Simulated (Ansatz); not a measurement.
A run for Ansatz (an electronic-structure program): R-wB97M-V/def2-TZVPP on H4SiTe (SMILES [SiH3][TeH]), a point of a torsion scan. Elements past Kr take the def2 small-core potentials; no spin–orbit coupling.

Ansatz 0.2 input:
```yaml
crystal:
  periodic: [false, false, false]
  atoms:
    - {symbol: Si, position_ang: [-0.64205019, 0.02192871, 0.00515965]}
    - {symbol: Te, position_ang: [1.65457237, 0.93215169, -0.21816017]}
    - {symbol: H, position_ang: [-0.84947003, -0.57321891, 1.31840033]}
    - {symbol: H, position_ang: [-1.53827046, 1.15284235, -0.18605093]}
    - {symbol: H, position_ang: [-0.94593361, -0.99078705, -1.00304736]}
    - {symbol: H, position_ang: [2.29435154, -0.35656958, 0.58109040]}
basis:
  gaussian:
    orbitals: def2-TZVPP
hamiltonian:
  xc: {name: wB97M-V}
scf: {lower_state_search: off}
```

The head of its log:

```
WARN ansatz: RAYON_NUM_THREADS=1 ignored (pool sized by the plan → 1); use --threads N
Functional definition: wB97M-V
these checks for a lower state are left out or cut short: stability, starts, cluster_reference, orbital_swaps, neighbouring_geometries, increment
integrals: 0.08 GiB planned
938 factors; their error is unknown
integrals: 0.11 GiB planned
217 factors; integrals over basis functions are off by at most 3.5e-5 eV
mean field: 0.72 GiB planned
mean field evaluation 1: about -15234.5083 eV, gradient 8.4e0 eV
mean field evaluation 2: about -15234.7644 eV, gradient 3.2e0 eV
```

Problem. Give the final energy of this run.

Solution. -559.8699 hartree.
